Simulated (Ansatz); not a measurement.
Input for Ansatz (a first-principles code): R-revPBE/def2-TZVPP on C3H6O (SMILES C=CCO).

Ansatz 0.2 input:
```yaml
crystal:
  periodic: [false, false, false]
  atoms:
    - {symbol: C, position_ang: [1.47516083, -0.51366884, -0.57208149]}
    - {symbol: C, position_ang: [0.21001656, -0.56777513, -0.17977954]}
    - {symbol: C, position_ang: [-0.56295426, 0.59647587, 0.35840491]}
    - {symbol: O, position_ang: [-1.70945033, 0.91450727, -0.43300717]}
    - {symbol: H, position_ang: [2.03912629, 0.41141661, -0.52974798]}
    - {symbol: H, position_ang: [1.99556013, -1.38610710, -0.94592811]}
    - {symbol: H, position_ang: [-0.32943303, -1.51119808, -0.23632157]}
    - {symbol: H, position_ang: [-0.86282049, 0.40011268, 1.39654470]}
    - {symbol: H, position_ang: [0.05629867, 1.49365206, 0.35697382]}
    - {symbol: H, position_ang: [-2.31150437, 0.16258467, -0.42062457]}
basis:
  gaussian:
    orbitals: def2-TZVPP
hamiltonian:
  xc: {name: revPBE}
scf: {lower_state_search: off}
```

Output:

```
WARN ansatz: RAYON_NUM_THREADS=2 ignored (pool sized by the plan → 2); use --threads N
Functional definition: revPBE
these checks for a lower state are left out or cut short: stability, starts, cluster_reference, orbital_swaps, neighbouring_geometries, increment
integrals: 0.09 GiB planned
1045 factors; their error is unknown
mean field: 0.84 GiB planned
mean field evaluation 1: about -5244.2682 eV, gradient 7.1e1 eV
mean field evaluation 2: about -5225.9418 eV, gradient 1.1e2 eV
mean field evaluation 4: about -5255.2504 eV, gradient 1.1e1 eV
mean field evaluation 8: about -5255.5232 eV, gradient 1.8e-1 eV
mean field evaluation 16: about -5255.4956 eV, gradient 2.0e-4 eV
mean field -5255.49555840 eV, -193.1358994684 hartree, gradient 2.4e-6 eV, S^2 0.000000; 0 other end points of the search recorded, 0 dependent functions left out
reference -5255.49560801 eV, -193.1359012914 hartree; 16, 16 occupied and 192, 192 virtual orbitals, 1045 factors
Total energy: -5255.49560801 eV, -193.1359012914 hartree
Checks for a lower state left out: stability, starts, cluster_reference, orbital_swaps, neighbouring_geometries, increment
```

The run converged.

Cost: roughly 2.2 core-seconds.
